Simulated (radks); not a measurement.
Problem. The bromine anion Br-, [Kr], held by a Watson sphere: a shell of charge +1 at radius R that stands for the Madelung well of a crystal (potential energy -1/R inside, -1/r outside, in hartree with lengths in bohr). All-electron calculation, scalar-relativistic Kohn-Sham, PBEsol, spin-unpolarised, spherical densities, finite nucleus; Fermi nuclear charge, rms radius of each element as measured or else 0.836 A^(1/3) + 0.57 fm. Program: a radial shooting solver on a logarithmic mesh with Libxc functionals. Response by self-consistent Sternheimer equations with the Hartree and adiabatic LDA kernel, the relativistic mass of each level held fixed and spin-orbit coupling left out. The sphere does not respond.

R (bohr)  e(3d) (eV)  e(4s) (eV)  e(4p) (eV)  <r> 4p (bohr)  sum of <r^2> (bohr^2)  X-ray form factor at sin(theta)/lambda = 0.2 1/angstrom  alpha (bohr^3)
2.15         -65.636     -20.450      -8.432          2.112                  45.59                                                   27.913           23.63
3.34         -64.478     -18.597      -6.882          2.232                  49.97                                                   27.751           33.52
3.53         -64.285     -18.349      -6.641          2.245                  50.47                                                   27.742           35.17
3.82         -63.992     -17.993      -6.289          2.261                  51.14                                                   27.734           37.64
4.75         -63.116     -17.016      -5.305          2.295                  52.66                                                   27.726           44.75

Estimate the row for R = 2.99 bohr.

Solution. e(3d) (eV) -64.827; e(4s) (eV) -19.086; e(4p) (eV) -7.342; <r> 4p (bohr) 2.205; sum of <r^2> (bohr^2) 48.91; X-ray form factor at sin(theta)/lambda = 0.2 1/angstrom 27.774; alpha (bohr^3) 30.46.
